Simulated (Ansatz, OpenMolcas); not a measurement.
[BF4]− (SMILES F[B-](F)(F)F): methods side by side

The species is [BF4]− (5 atoms), meant as a singlet with charge -1. SMILES: `F[B-](F)(F)F`. The coordinates come from a PBE0-D4/def2-TZVPD relaxation.

Quantity: the HOMO–LUMO gap, in eV. The values are calculated.

```json
{"level": "HF/aug-cc-pVDZ", "kind": "Hartree–Fock", "program": "OpenMolcas", "value (eV)": "15.35", "CPU time": "19 s"}
{"level": "SVWN5/aug-cc-pVDZ", "kind": "LDA", "program": "Ansatz", "value (eV)": "6.99", "CPU time": "2.4 s"}
{"level": "revPBE/aug-cc-pVDZ", "kind": "GGA", "program": "OpenMolcas", "value (eV)": "6.53", "CPU time": "49 s"}
{"level": "M06-L/aug-cc-pVDZ", "kind": "meta-GGA", "program": "OpenMolcas", "value (eV)": "7.09", "CPU time": "61 s"}
{"level": "TPSS/aug-cc-pVDZ", "kind": "meta-GGA", "program": "OpenMolcas", "value (eV)": "6.88", "CPU time": "59 s"}
{"level": "r2SCAN/aug-cc-pVDZ", "kind": "meta-GGA", "program": "Ansatz", "value (eV)": "7.60", "CPU time": "5.3 s"}
{"level": "BHLYP/aug-cc-pVDZ", "kind": "global hybrid", "program": "OpenMolcas", "value (eV)": "11.38", "CPU time": "40 s"}
{"level": "PBE0/aug-cc-pVDZ", "kind": "global hybrid", "program": "Ansatz", "value (eV)": "9.13", "CPU time": "4 s"}
```

The values span 6.53 to 15.35 eV. Orbital gaps aren't excitation energies; they tend to grow with the share of exact exchange. Times are those of the runs behind each value, whatever else they computed, on shared processors of several kinds: orders of magnitude only.
